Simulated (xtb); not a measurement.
F3Lu, triplet, at a GFN2-xTB geometry (such geometries of metal compounds can be far from the true shape) (the multiplicity is a formal guess), atoms displaced at random by about 0.1 Å a coordinate. Base run: xtb with GFN2-xTB.

Input for xtb:
```
$ xtb mol.xyz --gfn 2 --uhf 2 --opt --json

# file mol.xyz
4

Lu     0.15442776     0.03240084    -0.06534164
F     -1.71894850    -1.15643308    -0.05901635
F      0.04606797     1.86178771    -0.66528256
F      1.59614307    -0.76111378     0.79090614
```

Variants of this job, named by their change:

| change | ΔE vs base (µEh) | optimiser steps |
|---|---|---|
| base | 0.0 | 17 |
| opt level = lax | 2.5 | 16 |
| opt level = extreme | -5.9 | 22 |
| engine = inertial | 15.3 | - |
| opt level = sloppy | 127 | 13 |
| opt level = crude | 2273 | 9 |
| opt level = loose | 8.9 | 15 |
| opt level = tight | -5.9 | 21 |
| opt level = vtight | -5.9 | 22 |
| alpb = dmf | -2456 | 15 |
